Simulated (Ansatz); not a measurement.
Total energies of cyclo-(H2SnS)2 (Sn2H4S2) from Ansatz at PBE-D4/def2-TZVP, gas phase (1 Eh = 27.2114 eV = 2625.5 kJ/mol). The reference geometry is relaxed at PBE-D4/def2-SVP.

| state | geometry | energy (Eh) |
| --- | --- | --- |
| charge 0 singlet | reference | -1227.15047 |
| charge 1 doublet | reference | -1226.83593 |
| charge 1 doublet | relaxed at PBE-D4/def2-SVP | -1226.83673 |
| free Sn atom (triplet) | – | -214.24935 |
| free H atom (doublet) | – | -0.49962 |
| free S atom (triplet) | – | -397.93833 |

In the def2 sets Sn takes a core potential; there is no spin–orbit coupling.

(1) Work out the vertical ionisation energy to the doublet.

(2) How much does the charge 1 doublet relax, and what is the adiabatic ionisation energy?

(3) What is the binding energy per atom against free atoms?

(1) E(charge 1 doublet) − E(charge 0 singlet) = -1226.83593 − (-1227.15047) = 0.31454 Eh = 8.56 eV. For comparison, −ε of the highest occupied level is 6.07 eV at this level, 2.49 eV less.

(2) Relaxation: -1226.83593 − (-1226.83673) = 0.00080 Eh = 0.02 eV. Adiabatic ionisation energy: 0.31374 Eh = 8.54 eV, without zero-point energy. 

(3) Atoms: 2 × (-214.24935) + 4 × (-0.49962) + 2 × (-397.93833) = -1226.37384 Eh. Binding: -1226.37384 − (-1227.15047) = 0.77663 Eh = 21.13 eV, or 2.64 eV for each of 8 atoms (no zero-point energy, no counterpoise term).

At PBE-D4/def2-TZVP the gap within one spin of the charge 1 doublet nearly closes, so an electron or hole may be smeared out by delocalisation error. At PBE-D4/def2-TZVP the gap within one spin of the relaxed charge 1 doublet nearly closes, so an electron or hole may be smeared out by delocalisation error.
